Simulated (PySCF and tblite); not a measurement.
Values are calculated unless marked as measured or tabulated.
C5H8O2, numbered as in [CH3:1][O:2]/[CH:3]=[CH:4]/[C:5]([CH3:6])=[O:7].

Level: PBE0-D3(BJ)/pcSseg-1 (IEF-PCM, acetone)//GFN2-xTB, thermal terms from GFN2-xTB, symmetry numbers and mirror pairs counted. Conformers within 2.5 kcal/mol (GFN2-xTB free energy) were kept, 6 at most. Programs: PySCF with density fitting and tblite.

An NOE distance is ⟨r⁻⁶⟩^(−1/6) over all pairs of like atoms and, for the average, over conformers.

Torsions listed: C1–O2–C3–C4, C3–C4–C5–O7.

| conformer | shape | weight % |
| --- | --- | --- |
| 1 | 0°, 0° | 68.4 |
| 2 | 0°, 180° | 19.0 |
| 3 | -179°, 1° | 12.6 |

(1) Which H–H contacts under 3.5 Å would NOEs report (pairs on one atom left out) at 298.15 K?

(2) Which contact betrays a minor conformer?

(3) In a model where alignment follows shape alone (order matrix 0.0005 × (3G/tr G − 1)/2, G the second moments of the atom positions; splitting J + 2D), what are the one-bond C–H dipolar couplings D?

Results:

(1) 
```csv
pair,in 1 (Å),in 2 (Å),in 3 (Å),average (Å)
H1 ··· H4,2.60,2.54,4.51,2.64
H4 ··· H6,2.76,3.93,2.79,2.85
H3 ··· H4,3.07,3.08,3.06,3.07
H3 ··· H6,4.58,2.58,4.58,3.33
H1 ··· H3,3.75,3.75,2.68,3.39
```

Longer pairs under the limit may be missing.

(2) H3 ··· H6: 4.58 Å in the leading conformer but 3.33 Å on average, because conformer 2 (19.0 %) brings it to 2.58 Å and r⁻⁶ weighs short distances heavily.

(3) H1 0.2 Hz (-0.4 in conformer 1), H3 1.9 Hz (2.3 in conformer 1), H4 2.1 Hz (2.6 in conformer 1), H6 0.8 Hz (0.6 in conformer 1).


Conformer gaps in pcSseg-1 on xTB geometries can be 2 kcal/mol off for S=O, P=O and other polar bonds.